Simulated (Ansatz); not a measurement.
Mulliken charges of `C[O][Ti]([F])([F])[F]` from B3LYP/def2-TZVPP in Ansatz (PBE0-D4/def2-TZVP geometry).

| atom | x (Å) | y (Å) | z (Å) | charge (e) |
| --- | --- | --- | --- | --- |
| C1 | 0.274 | -1.265 | 0.978 | -0.112 |
| O2 | 0.051 | -0.178 | 0.133 | -0.545 |
| Ti3 | -0.236 | 1.173 | -0.918 | 1.386 |
| F4 | -1.318 | 0.684 | -2.213 | -0.362 |
| F5 | 1.289 | 1.717 | -1.599 | -0.362 |
| F6 | -0.969 | 2.479 | -0.001 | -0.362 |
| H7 | -0.093 | -1.033 | 1.981 | 0.118 |
| H8 | -0.254 | -2.142 | 0.596 | 0.118 |
| H9 | 1.344 | -1.481 | 1.026 | 0.118 |

Task: By hand: the dipole of these point charges (1 e Å = 4.8032 D).

Result: Σ q r = (0.093, -0.452, 0.351) e Å, of length 0.580 e Å = 2.79 D.

Task: How does the dipole of the full density compare? (Best estimate.)

Result: Ansatz gave: (0.119, -0.572, 0.445) e Å, 3.53 D; the point charges give 0.79 times that, at 0° from its direction.

Point charges leave out the atoms' own dipoles, such as those of lone pairs, and Mulliken's split depends on the basis, so the two needn't agree.

B3LYP here is the variant with VWN-RPA as its local correlation; programs differ in this.
